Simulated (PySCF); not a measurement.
C3H9BBrNO, singlet, geometry from GFN2-xTB. Base run: CASSCF(2,2)/STO-3G (PySCF).

The PySCF input:
```python
from pyscf import gto, scf, mcscf
import numpy

mol = gto.Mole()
mol.atom = '''
    B    -0.12058922    0.20538310   -0.38374068
    Br    0.32113029   -1.14160266    0.90909247
    O    -0.46085576   -0.14324146   -1.64261966
    C    -0.52410486   -1.46760564   -2.11557023
    H    -1.25613129   -2.05273472   -1.55097745
    H    -0.82509220   -1.42268108   -3.16210377
    H     0.44957578   -1.96042178   -2.03758307
    N    -0.09184969    1.55442425   -0.02707570
    C     0.24931887    2.09477634    1.27133742
    C    -0.42087290    2.59262741   -0.98345106
    H     1.11229677    2.76193952    1.18451192
    H    -0.59173788    2.66971709    1.67064043
    H     0.49248698    1.30098301    1.97312987
    H    -1.27579901    3.17498464   -0.62833492
    H     0.42982614    3.26729315   -1.11491718
    H    -0.66829221    2.13627128   -1.93730858
'''
mol.basis = 'sto-3g'
mol.verbose = 4
mol.build()

mf = scf.RHF(mol)
mf.kernel()
mc = mcscf.CASSCF(mf, 2, 2)
mc.fix_spin_(ss=0.0)
mc.kernel()
occ = numpy.linalg.eigvalsh(mc.fcisolver.make_rdm1(mc.ci, mc.ncas, mc.nelecas))[::-1]
ss = mc.fcisolver.spin_square(mc.ci, mc.ncas, mc.nelecas)[0]
print('natural occupations', occ.round(4), ' <S^2>', round(ss, 4))
```

The base run was repeated with changes; each row names its change, and settings that it needs were set with it.

```json
[
 {"change": "base", "ΔE vs base (mEh)": "0.000", "natural occupations": "1.99 0.01", "<S^2> of the state": "0.00", "outcome": "converged"},
 {"change": "active space = 6 electrons, 5 orbitals", "ΔE vs base (mEh)": "-14.588", "natural occupations": "1.99 1.99 1.98 0.02 0.02", "<S^2> of the state": "0.00", "outcome": "converged"},
 {"change": "state_average = 2 states", "ΔE vs base (mEh)": "10.275", "natural occupations": "-", "<S^2> of the state": "-", "outcome": "converged"},
 {"change": "conv_tol = 1e-5", "ΔE vs base (mEh)": "0.000", "natural occupations": "1.99 0.01", "<S^2> of the state": "0.00", "outcome": "converged"},
 {"change": "orbitals = fixed (CASCI); correction = SC-NEVPT2", "ΔE vs base (mEh)": "-283.0", "natural occupations": "2.00 0.00", "<S^2> of the state": "0.00", "outcome": "converged"},
 {"change": "orbitals = fixed (CASCI)", "ΔE vs base (mEh)": "7.380", "natural occupations": "2.00 0.00", "<S^2> of the state": "0.00", "outcome": "converged"},
 {"change": "start = MP2 natural orbitals", "ΔE vs base (mEh)": "-1.394", "natural occupations": "1.99 0.01", "<S^2> of the state": "0.00", "outcome": "converged"},
 {"change": "solver = newton", "ΔE vs base (mEh)": "2.481", "natural occupations": "1.99 0.01", "<S^2> of the state": "0.00", "outcome": "converged"},
 {"change": "active space = 2 electrons, 4 orbitals", "ΔE vs base (mEh)": "-", "natural occupations": "-", "<S^2> of the state": "-", "outcome": "not converged"},
 {"change": "active space = 8 electrons, 6 orbitals", "ΔE vs base (mEh)": "-26.794", "natural occupations": "2.00 1.99 1.98 1.98 0.03 0.02", "<S^2> of the state": "0.00", "outcome": "converged"},
 {"change": "active space = 10 electrons, 8 orbitals", "ΔE vs base (mEh)": "-42.054", "natural occupations": "2.00 1.99 1.98 1.98 1.98 0.03 0.02 0.01", "<S^2> of the state": "0.00", "outcome": "converged"}
]
```

Active orbitals are taken around the Fermi level unless the row says otherwise; CASSCF can end in different local minima, and two programs can end on different orbitals. State-averaged rows give the lowest state.
